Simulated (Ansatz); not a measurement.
The lowest singlet and triplet of AlH (SMILES [AlH]); geometries from B3LYP-D3(BJ)/def2-TZVP, each state relaxed from the structure named, with no frequency check.
Singlet (charge 0, multiplicity 1):
```
atom   x (Å)   y (Å)    z (Å)
----  ------  ------  -------
Al    0.0000  0.0000  -0.1187
H     0.0000  0.0000   1.5432
```
Triplet (charge 0, multiplicity 3):
```tsv
atom	x (Å)	y (Å)	z (Å)
Al	0.0000	0.0000	-0.1147
H	0.0000	0.0000	1.4914
```

A positive gap puts the triplet lower; no zero-point energy. R- takes a restricted singlet. U- takes an unrestricted singlet (broken symmetry where lower, unprojected). The triplet is unrestricted in single-reference levels. Active spaces average the two states.

Correlated levels freeze the cores.

Programs: Ansatz (Gaussian basis) for Hartree–Fock, density functionals and correlated methods. Values without a source in brackets are computed.

```json
[
 {"level": "U-wB97X-V/def2-TZVPP", "gap E(singlet) − E(triplet), adiabatic (kcal/mol)": "-44.39"},
 {"level": "U-MP2/cc-pV(Q+d)Z (spin-contaminated)", "gap E(singlet) − E(triplet), adiabatic (kcal/mol)": "-37.24"},
 {"level": "U-SCS-MP2/cc-pV(D+d)Z (spin-contaminated)", "gap E(singlet) − E(triplet), adiabatic (kcal/mol)": "(withheld)"},
 {"level": "U-SCS-MP2/cc-pV(T+d)Z (spin-contaminated)", "gap E(singlet) − E(triplet), adiabatic (kcal/mol)": "(withheld)"},
 {"level": "R-SCS-MP2/cc-pV(Q+d)Z", "gap E(singlet) − E(triplet), adiabatic (kcal/mol)": "-44.29"},
 {"level": "U-CCSD/cc-pV(D+d)Z (spin-contaminated)", "gap E(singlet) − E(triplet), adiabatic (kcal/mol)": "-42.77"},
 {"level": "R-CCSD(T)/cc-pV(T+d)Z", "gap E(singlet) − E(triplet), adiabatic (kcal/mol)": "-43.38"},
 {"level": "SA-CASSCF(4,5)/cc-pV(Q+d)Z", "gap E(singlet) − E(triplet), adiabatic (kcal/mol)": "-43.22"},
 {"level": "FCI/cc-pV(Q+d)Z", "gap E(singlet) − E(triplet), adiabatic (kcal/mol)": "-43.18"}
]
```

Fill in the missing entries.


- U-SCS-MP2/cc-pV(D+d)Z (spin-contaminated), gap E(singlet) − E(triplet), adiabatic (kcal/mol): -39.33
- U-SCS-MP2/cc-pV(T+d)Z (spin-contaminated), gap E(singlet) − E(triplet), adiabatic (kcal/mol): -40.74

Doubts at one or more of the structures used: a restricted determinant that unrestricted orbitals would lower (R-SCS-MP2/cc-pV(Q+d)Z, R-CCSD(T)/cc-pV(T+d)Z); T1 above 0.05 (U-CCSD/cc-pV(D+d)Z (spin-contaminated)).

Ansatz is a first-principles code.
